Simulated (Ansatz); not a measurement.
`OC(F)(Br)[TeH]` + H₂ → `OC(F)[TeH]` + HBr at 298.15 K and 1 bar (hydrogenolysis of a C–Br bond).

Isolated molecules relaxed with PBE0-D4/def2-TZVP in Ansatz; ΔE leaves out vibrations. CBS: MP2 limit from def2 TZ/QZ plus the TZ coupled-cluster correction, frozen cores. This one scheme is used for every species. def2 core potentials past Kr. For Br, Te outer-core shells are correlated without core-valence functions, which leaves a few kJ/mol of doubt a bond. Scalar relativity is left out up to krypton. One conformer a species, not always the lowest.

```csv
species,CCSD(T)/CBS energy (Eh),H − E (kJ/mol),S (J/(mol·K))
`OC(F)(Br)[TeH]`,-3055.23453,99.2,363.7
H₂,-1.17544,35.1,130.4
`OC(F)[TeH]`,-482.52376,124.9,321.8
HBr,-2573.91920,24.6,198.6
```

H − E and S are ideal-gas, rigid-rotor, harmonic terms from PBE0-D4/def2-TZVP, for one conformer and one mirror image of each species. The MP2-based limit puts H₂ 0.8 mEh under its directly extrapolated value; such offsets cancel only in part. 1 Eh = 2625.50 kJ/mol, R = 8.31446 J/(mol·K).

**Question.** By hand: ΔE, ΔH, ΔS and ΔG.

**Answer.** ΔE = (-482.52376) + (-2573.91920) − (-3055.23453) − (-1.17544) = -0.03299 Eh = -86.6 kJ/mol. Δ(H − E) = 124.9 + 24.6 − 99.2 − 35.1 = 15.2, so ΔH = -71.4 kJ/mol. ΔS = 321.8 + 198.6 − 363.7 − 130.4 = 26.3 J/(mol·K). ΔG = -71.4 − 298.15 × (26.3)/1000 = -79.2 kJ/mol.

**Question.** By hand: the equilibrium constant, and the temperature at which ΔG would vanish if ΔH and ΔS stayed fixed.

**Answer.** log₁₀ K = −ΔG/(RT ln 10) = 13.9. ΔH and −TΔS have one sign here, so there is no such temperature.

ΔH outweighs TΔS. A doubt of 5 kJ/mol in ΔE shifts log₁₀ K by 0.9 here. Other conformers and mirror images would add mixing entropy, several J/(mol·K) or more a flexible species. These are equilibria of isolated gas molecules and say nothing of rates. Largest T1 diagnostic: 0.012 (customary marks: 0.02 for closed shells, 0.045 for open ones).
